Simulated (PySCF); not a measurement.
Isomers of C6H6N2, one GFN2-xTB conformer each. Single-point energies are computed at PBE0/pcSseg-1 (PySCF, gas phase, no added dispersion term), electronic only.

```csv
SMILES,GFN2-xTB relative energy (kcal/mol)
C=NCC#CCC#N,57.9
[H]/N=C\c1ccccn1,0.0
N#CC/C=C/CC#N,36.3
CCC=C(C#N)C#N,34.8
```

Conformers: `[CH2:1]=[N:2][CH2:3][C:4]#[C:5][CH2:6][C:7]#[N:8]` with C1–N2–C3–C4 121°; `[H]/[N:1]=[CH:2]\[c:3]1[cH:4][cH:5][cH:6][cH:7][n:8]1` with N1–C2–C3–C4 180°; `[N:1]#[C:2][CH2:3]/[CH:4]=[CH:5]/[CH2:6][C:7]#[N:8]` with C2–C3–C4–C5 -115°, C4–C5–C6–C7 115°; `[CH3:1][CH2:2][CH:3]=[C:4]([C:5]#[N:6])[C:7]#[N:8]` with C1–C2–C3–C4 -121°.

Q: What does PBE0/pcSseg-1 give for the same structures?

A: 
| SMILES | PBE0/pcSseg-1 E (Eh) | PBE0/pcSseg-1 (kcal/mol) | GFN2-xTB (kcal/mol) | point group |
| --- | --- | --- | --- | --- |
| [H]/N=C\c1ccccn1 | -341.28847 | 0.0 | 0.0 | Cs |
| CCC=C(C#N)C#N | -341.24752 | 25.7 | 34.8 | C1 |
| N#CC/C=C/CC#N | -341.24580 | 26.8 | 36.3 | Ci |
| C=NCC#CCC#N | -341.17906 | 68.7 | 57.9 | C1 |

Both levels put the same isomer lowest; measured from each level's own lowest isomer, the values differ by up to 10.8 kcal/mol (C=NCC#CCC#N: 57.9 against 68.7). As drawn, the lowest has an aromatic ring and an N–H bond, which the highest lacks; the highest has a C≡N group and a C≡C bond, which the lowest lacks. Neighbours under 2.5 kcal/mol apart (CCC=C(C#N)C#N and N#CC/C=C/CC#N) can change places with a better method, another conformer or zero-point energy.

Q: Which frontier levels, dipoles and rotational constants go with these structures?

A: 
```csv
SMILES,"HOMO (eV, PBE0/pcSseg-1)",LUMO (eV),dipole (D),"A, B, C (MHz)"
[H]/N=C\c1ccccn1,-7.51,-1.76,4.33,"5420, 1658, 1269"
CCC=C(C#N)C#N,-8.50,-2.54,5.62,"2954, 1383, 994.1"
N#CC/C=C/CC#N,-8.60,-0.88,0.01,"9720, 717.4, 687.8"
C=NCC#CCC#N,-7.62,-0.63,3.20,"7193, 721.1, 705.0"
```
